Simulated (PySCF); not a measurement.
C3H9BFN, SMILES CCNB(C)F. Atoms are numbered in the order given.

```xyz
15

C     -2.3763     0.7010     0.1924
C     -1.4126    -0.0519    -0.7228
N     -0.3256    -0.6907    -0.0031
B      0.9987    -0.2484     0.1483
C      1.6299     1.0458    -0.4972
F      1.7985    -1.0194     0.9271
H     -2.8237     0.0229     0.9377
H     -3.1956     1.1593    -0.3846
H     -1.8461     1.4976     0.7383
H     -1.9653    -0.8112    -1.3037
H     -0.9823     0.6411    -1.4611
H     -0.5918    -1.5257     0.5102
H      2.0410     1.6879     0.3000
H      2.4825     0.7624    -1.1372
H      0.9340     1.6489    -1.0976
```
Charge 0, spin multiplicity 1.

Coordinates come from a ωB97X-D3(BJ)/def2-SVP optimisation. This is a generated structure with no PubChem entry under its InChIKey; it may be hypothetical. The values are those of a single conformer.

Two levels are set side by side: PBE/pcSseg-1 (PySCF) and B3LYP/pcSseg-1 (PySCF). GIAO shifts against BF3 (¹¹B), CFCl3 (¹⁹F), NH3 (¹⁵N), TMS (¹H), TMS (¹³C) at the same level; non-relativistic, no solvent, atoms listed together averaged. Differences are taken from unrounded values.

```
quantity                       B3LYP     PBE  PBE minus B3LYP
----------------------------  ------  ------  ---------------
δ(¹³C) of C1 (ppm)              25.0    24.4             -0.7
δ(¹³C) of C2 (ppm)              43.5    44.3              0.8
δ(¹⁵N) of N3 (ppm)             118.3   123.1              4.8
δ(¹¹B) of B4 (ppm)              22.1    20.5             -1.7
δ(¹³C) of C5 (ppm)              -2.8    -3.3             -0.6
δ(¹⁹F) of F6 (ppm)            -114.7  -125.1            -10.4
δ(¹H) of H7, H8, H9 (ppm)       1.39    1.35            -0.04
δ(¹H) of H12 (ppm)              3.41    3.54             0.13
δ(¹H) of H13, H14, H15 (ppm)    0.53    0.50            -0.04
```

Rough cost on one machine, each run with all the roots and properties that it gave: B3LYP against PBE within a factor of 2.
